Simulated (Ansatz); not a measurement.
GanHm: binding per atom (eV) at several levels, gas phase, relaxed structures; Ansatz. Clusters are the lowest isomers that short searches found in that spin, judged at the geometry's level. Binding counts from free atoms in the multiplicity of their measured ground term, without zero-point energy. The structures are stationary points that may keep the symmetry of their start.

```json
{"species": "Ga3H2", "state": "doublet", "geometry": "r2SCAN-D4/def2-SVP", "LDA (SPW92)/def2-TZVP": "2.12", "PBE-D4/def2-TZVPD": "1.80", "r2SCAN-D4/def2-TZVP": "1.85", "PBE0-D4/def2-SVP": "1.77", "PBE0-D4/def2-TZVP": "1.77", "PBE0-D4/def2-TZVPD": "1.77"}
{"species": "Ga3H5", "state": "singlet", "geometry": "r2SCAN-D4/def2-SVP", "LDA (SPW92)/def2-TZVP": "2.46", "PBE-D4/def2-TZVPD": "2.11", "r2SCAN-D4/def2-TZVP": "2.18", "PBE0-D4/def2-SVP": "2.11", "PBE0-D4/def2-TZVP": "2.11", "PBE0-D4/def2-TZVPD": "2.11"}
```

Problem. Estimate the rows for Ga2H3 (doublet, r2SCAN-D4/def2-TZVP geometry).

Solution. 
```
species    state             geometry  LDA (SPW92)/def2-TZVP  PBE-D4/def2-TZVPD  r2SCAN-D4/def2-TZVP  PBE0-D4/def2-SVP  PBE0-D4/def2-TZVP  PBE0-D4/def2-TZVPD
  Ga2H3  doublet  r2SCAN-D4/def2-TZVP                   2.15               1.85                 1.93              1.86               1.86                1.86
```
